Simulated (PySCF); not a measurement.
PySCF input for C3H6BNO2, SMILES C/N=C1/B(O)OC1, TDDFT-B3LYP/def2-SVPD. The structure is a stationary point at PBE-D3(BJ)/def2-SVP. The structure was generated by enumeration; whether it is a known compound was not checked. One conformer was computed; it need not be the lowest.

```python
import numpy as np
from pyscf import gto, scf, dft, tdscf

mol = gto.M(
    atom='''
    C    -0.25823473   -2.68683517    0.00000000
    N    -0.89113941   -1.38715183   -0.00000000
    C    -0.16319507   -0.34164024   -0.00000000
    C     1.35785111   -0.05153656   -0.00000000
    O     1.12297779    1.39859034    0.00000000
    B    -0.26351221    1.24103057    0.00000000
    O    -1.21217810    2.20332507   -0.00000000
    H    -0.60874405   -3.26033052    0.88512688
    H     0.85900672   -2.68164349   -0.00000000
    H    -0.60874405   -3.26033053   -0.88512688
    H     1.91798827   -0.36398333   -0.90834601
    H     1.91798827   -0.36398334    0.90834601
    H    -0.82688365    3.09992975    0.00000000
    ''',
    basis='def2-SVPD',
    charge=0,
    spin=0,
    symmetry=True,
    max_memory=1600,
    verbose=4,
)
mf = dft.RKS(mol, xc='b3lyp').density_fit(auxbasis='def2-universal-jkfit')
mf.grids.level = 3
mf.conv_tol = 1e-9
mf.max_cycle = 100
mf.kernel()
mf.grids = dft.Grids(mol).set(level=1).build(with_non0tab=True)  # coarser grid for the response kernel
td = tdscf.TDDFT(mf)
td.singlet = True
td.nstates = 10
td.conv_tol = 1e-4
td.positive_eig_threshold = 1e-6
td.kernel(x0=td.get_init_guess(mf, 15))
td.analyze()
tt = tdscf.TDA(mf)
tt.singlet = False
tt.nstates = 4
tt.conv_tol = 1e-4
tt.positive_eig_threshold = 1e-6
tt.kernel(x0=tt.get_init_guess(mf, 9))
tt.analyze(verbose=3)
```

It prints:

```
PySCF version 2.14.0

[INPUT] verbose = 4
[INPUT] num. atoms = 13
[INPUT] num. electrons = 52
[INPUT] charge = 0
[INPUT] spin (= nelec alpha-beta = 2S) = 0
[INPUT] symmetry True subgroup None
[INPUT] Mole.unit = angstrom
[INPUT] Symbol           X                Y                Z      unit          X                Y                Z       unit  Magmom
[INPUT]  1 C     -0.258234730000  -2.686835170000   0.000000000000 AA   -0.487992915551  -5.077382613149   0.000000000000 Bohr   0.0
[INPUT]  2 N     -0.891139410000  -1.387151830000   0.000000000000 AA   -1.684009423706  -2.621337051889   0.000000000000 Bohr   0.0
[INPUT]  3 C     -0.163195070000  -0.341640240000   0.000000000000 AA   -0.308393987179  -0.645606486731   0.000000000000 Bohr   0.0
[INPUT]  4 C      1.357851110000  -0.051536560000   0.000000000000 AA    2.565966715837  -0.097389983802   0.000000000000 Bohr   0.0
[INPUT]  5 O      1.122977790000   1.398590340000   0.000000000000 AA    2.122120467069   2.642952703062   0.000000000000 Bohr   0.0
[INPUT]  6 B     -0.263512210000   1.241030570000   0.000000000000 AA   -0.497965907379   2.345207889513   0.000000000000 Bohr   0.0
[INPUT]  7 O     -1.212178100000   2.203325070000   0.000000000000 AA   -2.290684623196   4.163680945688   0.000000000000 Bohr   0.0
[INPUT]  8 H     -0.608744050000  -3.260330520000   0.885126880000 AA   -1.150359534459  -6.161131758361   1.672647388691 Bohr   0.0
[INPUT]  9 H      0.859006720000  -2.681643490000   0.000000000000 AA    1.623287439961  -5.067571759823   0.000000000000 Bohr   0.0
[INPUT] 10 H     -0.608744050000  -3.260330530000  -0.885126880000 AA   -1.150359534459  -6.161131777258  -1.672647388691 Bohr   0.0
[INPUT] 11 H      1.917988270000  -0.363983330000  -0.908346010000 AA    3.624472540428  -0.687828807607  -1.716525185241 Bohr   0.0
[INPUT] 12 H      1.917988270000  -0.363983340000   0.908346010000 AA    3.624472540428  -0.687828826504   1.716525185241 Bohr   0.0
[INPUT] 13 H     -0.826883650000   3.099929750000   0.000000000000 AA   -1.562583635381   5.858018232891   0.000000000000 Bohr   0.0

nuclear repulsion = 274.957259736974
point group symmetry = Cs
symmetry origin: [-1.09022674e-09  1.45363526e-09  0.00000000e+00]
symmetry axis x: [ 1.00000000e+00 -1.93225192e-09  9.46543587e-19]
symmetry axis y: [-1.93225192e-09 -1.00000000e+00  1.49999511e-12]
symmetry axis z: [2.25439313e-18 1.49999511e-12 1.00000000e+00]
num. orbitals of irrep A' = 130
num. orbitals of irrep A" = 64
number of shells = 82
number of NR pGTOs = 276
number of NR cGTOs = 194
basis = def2-SVPD
ecp = {}


[settings echo left out]
init E= -348.555310381092
HOMO (A') = -0.287315249100588  LUMO (A") = -0.128377731263605  gap/eV = 4.32491
cycle= 1 E= -347.653123028428  delta_E= 0.902  |g|= 0.859  |ddm|= 5.44
HOMO (A") = -0.190205172201092  LUMO (A") = -0.0209315079810483  gap/eV = 4.60617
cycle= 2 E= -347.377026207721  delta_E= 0.276  |g|= 1.48  |ddm|= 2.58
HOMO (A') = -0.243202901847789  LUMO (A") = -0.0491255245883441  gap/eV = 5.28111
cycle= 3 E= -347.793584419666  delta_E= -0.417  |g|= 0.126  |ddm|=  1.5
HOMO (A') = -0.255215530206286  LUMO (A") = -0.0610792485055751  gap/eV = 5.28272
cycle= 4 E= -347.796024916394  delta_E= -0.00244  |g|= 0.0759  |ddm|= 0.233
HOMO (A') = -0.257832428557781  LUMO (A") = -0.0594977020136001  gap/eV = 5.39696
cycle= 5 E= -347.797130388029  delta_E= -0.00111  |g|= 0.023  |ddm|= 0.127
HOMO (A') = -0.253851612514508  LUMO (A") = -0.056932708810933  gap/eV = 5.35844
cycle= 6 E= -347.797244693062  delta_E= -0.000114  |g|= 0.0074  |ddm|= 0.0563
HOMO (A') = -0.254530718455306  LUMO (A") = -0.0572825715955833  gap/eV = 5.36740
cycle= 7 E= -347.797255079467  delta_E= -1.04e-05  |g|= 0.00289  |ddm|= 0.0143
HOMO (A') = -0.254570559395075  LUMO (A") = -0.0574114864950053  gap/eV = 5.36497
cycle= 8 E= -347.797256776483  delta_E= -1.7e-06  |g|= 0.000482  |ddm|= 0.00323
HOMO (A') = -0.254543049580874  LUMO (A") = -0.0573797149112196  gap/eV = 5.36509
cycle= 9 E= -347.797256825309  delta_E= -4.88e-08  |g|= 0.000133  |ddm|= 0.000812
HOMO (A') = -0.254548917031533  LUMO (A") = -0.0573823214833828  gap/eV = 5.36518
cycle= 10 E= -347.79725682931  delta_E= -4e-09  |g|= 3.66e-05  |ddm|= 0.000246
HOMO (A') = -0.254550995652636  LUMO (A") = -0.0573817953667389  gap/eV = 5.36525
cycle= 11 E= -347.797256829565  delta_E= -2.55e-10  |g|= 1.73e-05  |ddm|= 8.34e-05
HOMO (A') = -0.254551333559343  LUMO (A") = -0.0573828735191143  gap/eV = 5.36523
Extra cycle  E= -347.797256829515  delta_E= 4.98e-11  |g|= 2.34e-05  |ddm|= 5.91e-05
converged SCF energy = -347.797256829515
tot grids = 51032
Overwritten attributes  positive_eig_threshold  of <class 'pyscf.tdscf.rks.TDDFT'>


******** <class 'pyscf.tdscf.rks.TDDFT'> for <class 'pyscf.df.df_jk.DFSymAdaptedRKS'> ********
nstates = 10 singlet
deg_eia_thresh = 1.000e-03
wfnsym = None
conv_tol = 0.0001
eigh lindep = 1e-12
eigh level_shift = 0
eigh max_cycle = 100


Excitation energies (eV)
[3.951619   6.05316641 6.28652599 6.43358896 6.46309525 6.72160147
 7.18753039 7.33942769 7.45822645 7.50620785]

** Singlet excitation energies and oscillator strengths **
Excited State   1:   A"      3.95162 eV    313.76 nm  f=0.0024
      26 -> 27        0.70565
Excited State   2:   A'      6.05317 eV    204.83 nm  f=0.0243
      26 -> 28       -0.68991
      26 -> 29       -0.13260
Excited State   3:   A'      6.28653 eV    197.22 nm  f=0.0170
      24 -> 27       -0.61827
      25 -> 27        0.32411
Excited State   4:   A'      6.43359 eV    192.71 nm  f=0.0033
      26 -> 28        0.12934
      26 -> 29       -0.68784
Excited State   5:   A"      6.46310 eV    191.83 nm  f=0.0000
      23 -> 27        0.70288
Excited State   6:   A'      6.72160 eV    184.46 nm  f=0.3462
      24 -> 27        0.31283
      25 -> 27        0.60229
      26 -> 30       -0.10340
Excited State   7:   A'      7.18753 eV    172.50 nm  f=0.0413
      26 -> 30        0.69110
Excited State   8:   A"      7.33943 eV    168.93 nm  f=0.0010
      22 -> 27       -0.69719
Excited State   9:   A"      7.45823 eV    166.24 nm  f=0.0010
      24 -> 28        0.30880
      25 -> 28       -0.62151
Excited State  10:   A'      7.50621 eV    165.18 nm  f=0.0303
      26 -> 31        0.69959

** Transition electric dipole moments (AU) **
state          X           Y           Z        Dip. S.      Osc.
  1         0.0000     -0.0000     -0.1569      0.0246      0.0024
  2         0.1183      0.3872     -0.0000      0.1640      0.0243
  3         0.1435     -0.2995     -0.0000      0.1103      0.0170
  4         0.0620      0.1297      0.0000      0.0207      0.0033
  5         0.0000     -0.0000     -0.0144      0.0002      0.0000
  6        -0.4173     -1.3887     -0.0000      2.1026      0.3462
  7        -0.4550     -0.1667      0.0000      0.2348      0.0413
  8         0.0000     -0.0000     -0.0735      0.0054      0.0010
  9        -0.0000      0.0000     -0.0757      0.0057      0.0010
 10        -0.2096      0.3478     -0.0000      0.1649      0.0303

** Transition velocity dipole moments (imaginary part, AU) **
state          X           Y           Z        Dip. S.      Osc.
  1        -0.0000      0.0000     -0.0330      0.0011      0.0050
  2         0.0279      0.0901      0.0000      0.0089      0.0267
  3         0.0319     -0.0690      0.0000      0.0058      0.0167
  4         0.0172      0.0327     -0.0000      0.0014      0.0038
  5         0.0000     -0.0000     -0.0004      0.0000      0.0000
  6        -0.1022     -0.3390      0.0000      0.1254      0.3384
  7        -0.1230     -0.0424     -0.0000      0.0169      0.0427
  8        -0.0000      0.0000     -0.0220      0.0005      0.0012
  9        -0.0000     -0.0000     -0.0170      0.0003      0.0007
 10        -0.0607      0.0976      0.0000      0.0132      0.0319

** Transition magnetic dipole moments (imaginary part, AU) **
state          X           Y           Z
  1         0.1778      1.1196      0.0000
  2        -0.0000     -0.0000     -0.0033
  3        -0.0000      0.0000      0.3329
  4        -0.0000      0.0000      0.6270
  5        -0.2543     -0.3268     -0.0000
  6        -0.0000      0.0000     -0.5948
  7        -0.0000      0.0000      0.2592
  8        -0.4651      0.3883      0.0000
  9        -0.0421     -0.1329     -0.0000
 10        -0.0000      0.0000      0.9129
Overwritten attributes  positive_eig_threshold  of <class 'pyscf.tdscf.rks.TDA'>


******** <class 'pyscf.tdscf.rks.TDA'> for <class 'pyscf.df.df_jk.DFSymAdaptedRKS'> ********
nstates = 4 triplet
deg_eia_thresh = 1.000e-03
wfnsym = None
conv_tol = 0.0001
eigh lindep = 1e-12
eigh level_shift = 0
eigh max_cycle = 100


Excitation energies (eV)
[3.21262932 4.26767024 5.5968322  5.85703007]

** Triplet excitation energies and oscillator strengths **
Excited State   1:   A"      3.21263 eV    385.93 nm  f=0.0000
Excited State   2:   A'      4.26767 eV    290.52 nm  f=0.0000
Excited State   3:   A'      5.59683 eV    221.53 nm  f=0.0000
Excited State   4:   A"      5.85703 eV    211.68 nm  f=0.0000
```

The run converged.

Cost: about 6 core-minutes (a rough figure).
